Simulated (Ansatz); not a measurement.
The same stannylene extrusion along the group Si, Ge, Sn.

Computed with Ansatz on PBE0-D4/def2-TZVP structures; ΔE is electronic, products minus reactants. CCSD(T)/CBS is the MP2 limit (def2-TZVPP, def2-QZVPP) plus CCSD(T) − MP2 in def2-TZVPP, frozen cores. This one scheme is used for every species. DFT in def2-TZVPP. Elements past krypton have def2 core potentials. For Ge, Sn outer-core shells are correlated without core-valence functions, which leaves a few kJ/mol of doubt a bond. Scalar relativity is left out up to krypton. Each species was taken in one conformer, which may not be the lowest.

```csv
reaction,CCSD(T)/CBS(def2) (eV)
`N[SiH](F)Cl` → HCl + `N[Si]F`,2.50
`[NH2][GeH]([F])[Cl]` → HCl + `[NH2][Ge][F]`,1.16
`[NH2][SnH]([F])[Cl]` → HCl + `[NH2][Sn][F]`,?
```

Problem. Fill in the missing values. (Best estimate.)

Solution. Ansatz gave: `[NH2][SnH]([F])[Cl]` → HCl + `[NH2][Sn][F]`: +0.52 eV.

Largest T1 diagnostic: 0.017, for `[NH2][Sn][F]`.
